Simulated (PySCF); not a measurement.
Cl2HSi, SMILES Cl[SiH]Cl (connectivity only; charge and spin as stated), charge +1, multiplicity 1.

Geometry optimised at PBE0-D3(BJ)/def2-TZVP. The spin state was assumed, not searched. The isomer is the one that the SMILES or the coordinates give; other isomers of the formula were not compared.

Computed with TDDFT-PBE0/def2-SVPD (PySCF 2.14.0).

Vertical excitations. The molecule is in vacuum. State labels are in the subgroup C2v.

Computed excitation energies, oscillator strengths and character:
| state | symmetry | energy (eV) | λ (nm) | f | main pairs |
|---|---|---|---|---|---|
| S1 | A2 | 5.45 | 228 | 0.000 | HOMO→LUMO 100 % |
| S2 | B1 | 5.68 | 218 | 0.001 | HOMO−1→LUMO 100 % |
| S3 | B2 | 6.31 | 197 | 0.080 | HOMO−2→LUMO 91 % |
| S4 | A1 | 7.18 | 173 | 0.015 | HOMO−3→LUMO 92 % |
| S5 | B2 | 7.38 | 168 | 0.055 | HOMO→LUMO+1 92 % |
| S6 | A2 | 7.43 | 167 | 0.000 | HOMO−2→LUMO+1 99 % |
| S7 | A1 | 7.69 | 161 | 0.054 | HOMO−1→LUMO+1 94 % |
| S8 | B1 | 7.87 | 157 | 0.002 | HOMO−4→LUMO 98 % |
| S9 | A2 | 8.15 | 152 | 0.000 | HOMO−5→LUMO 99 % |
| S10 | B1 | 8.46 | 147 | 0.045 | HOMO−3→LUMO+1 97 % |
| T1 | A2 | 5.25 | 236 | 0 | HOMO→LUMO 99 % |
| T2 | B2 | 5.29 | 234 | 0 | HOMO−2→LUMO 99 % |
| T3 | B1 | 5.36 | 231 | 0 | HOMO−1→LUMO 98 % |
| T4 | A1 | 5.87 | 211 | 0 | HOMO−3→LUMO 98 % |
Triplets are in the Tamm–Dancoff approximation, which puts them higher than full response would, so one can lie above its singlet here.
